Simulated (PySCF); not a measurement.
# Correlation energy of W(58+) (tungsten, charge +58)

[Ne] 3s2 3p4, high-spin 3P determinant. All numbers are calculated (PySCF 2.14, the non-relativistic Hamiltonian (point nucleus), in an uncontracted even-tempered set (16 s from 15 bohr⁻², ratio 2.5; 10 p from 19 bohr⁻², ratio 2.5; 4 d from 79 bohr⁻², ratio 2.7; 4 f from 120 bohr⁻², ratio 2.7)). Frozen: 1s2; 14 electrons correlated; the 17 highest virtual orbitals of each spin left out.

MP2 pair energies summed by pair of shells (mhartree):

| pair | energy | share (%) |
| --- | --- | --- |
| 2p-2p | -187.77 | 33.5 |
| 3s-3p | -87.03 | 15.5 |
| 2p-3p | -86.13 | 15.4 |
| 3p-3p | -74.60 | 13.3 |
| 2s-2p | -53.34 | 9.5 |
| 2p-3s | -29.48 | 5.3 |
| 2s-3p | -16.76 | 3.0 |
| 2s-2s | -10.37 | 1.8 |
| 3s-3s | -8.32 | 1.5 |
| 2s-3s | -6.95 | 1.2 |

Total MP2 correlation energy: -560.77 mhartree.

At this charge a non-relativistic calculation is a model, useful for the Z dependence of the correlation energy.

Spin-orbit coupling is strong in this species, so the high-spin LS determinant is a model state.
